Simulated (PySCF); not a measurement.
# Dipole moment and polarisability of `C[SiH2][Si@H](N)C(F)(F)F`

C2H8F3NSi2.
Structure used (GFN2-xTB), in Å, numbered top down from 1:
```
atom  x, y, z in Å
C1     2.2043   -0.0041    0.7618
Si2    1.3492   -0.5004   -0.8603
Si3   -0.8879    0.0870   -0.8427
N4    -1.1033    1.7171   -0.3458
C5    -1.7772   -0.8088    0.6408
F6    -1.0570   -0.7980    1.7850
F7    -2.0252   -2.1106    0.3798
F8    -2.9714   -0.2615    0.9574
H9     1.7505   -0.5112    1.6091
H10    2.1198    1.0646    0.9393
H11    3.2614   -0.2559    0.7523
H12    1.5310   -1.9423   -1.0749
H13    2.0100    0.1878   -1.9817
H14   -1.7524   -0.3432   -1.9584
H15   -0.7003    2.4738   -0.8723
H16   -1.9591    2.0145    0.0993
```

Level: PBE0/def2-SVPD (PySCF), static field, nuclei fixed, core orbitals frozen in the response. The polarisability tensor in these axes (au):

```
x   101.38  -1.72   1.07
y    -1.72  84.72   0.95
z     1.07   0.95  86.42
```

Diagonalise the tensor; give its mean and Δα, where Δα² is half the sum of the squared differences of the eigenvalues.

Principal values 84.06, 86.84 and 101.62 au; mean 90.84 au = 13.46 Å³ = 14.98 × 10⁻⁴⁰ C²·m²/J; Δα = 16.35 au (18 % of the mean).

What is the dipole moment, and where does it point?

(1.55, 2.34, -1.55) D, 3.21 D in size, pointing from the negative to the positive side. Measured along this direction, the outermost atoms are F7 at the negative end and H13 at the positive end.

How large is μ²/3kT at 400 K beside α?

In Gaussian units μ²/3kT = 62.01 Å³ against 13.46 Å³, a ratio of 4.61; the Debye molar polarisation (4π/3)N_A(α + μ²/3kT) is 190.4 cm³/mol, leaving out the vibrational part.

Find the Langevin capture rate constant for H3+ (3.023 u) meeting this molecule (159.015 u), k = 2.342 × 10⁻⁹ cm³/s × √(α in Å³ / reduced mass in u).

The reduced mass is 2.97 u, so k = 4.99 × 10⁻⁹ cm³/s. The formula leaves out the permanent dipole, which adds to the capture rate.

What depolarisation ratio follows for Rayleigh scattering of linearly polarised light, taking the static tensor?

ρ = 3Δα²/(45ᾱ² + 4Δα²) = 801.6/(371338 + 1068.8) = 0.00215.

Along which axes do the principal values lie, and how far do the nuclei extend along each?

Largest value along (0.99, -0.10, 0.06), where the nuclei span 6.18 Å; middle along (-0.02, 0.42, 0.91), 3.19 Å; least along (0.12, 0.90, -0.42), 4.81 Å. The strongest response lies along the longest span, while the other two are in reverse order.

One conformer (not necessarily the lowest) at the GFN2-xTB geometry, without solvent, vibrations or thermal averaging.

The run behind these numbers computed excited states as well. On an Arm Neoverse V1 with one thread (shared host), this took 92 s and 0.94 GiB of memory at its peak.
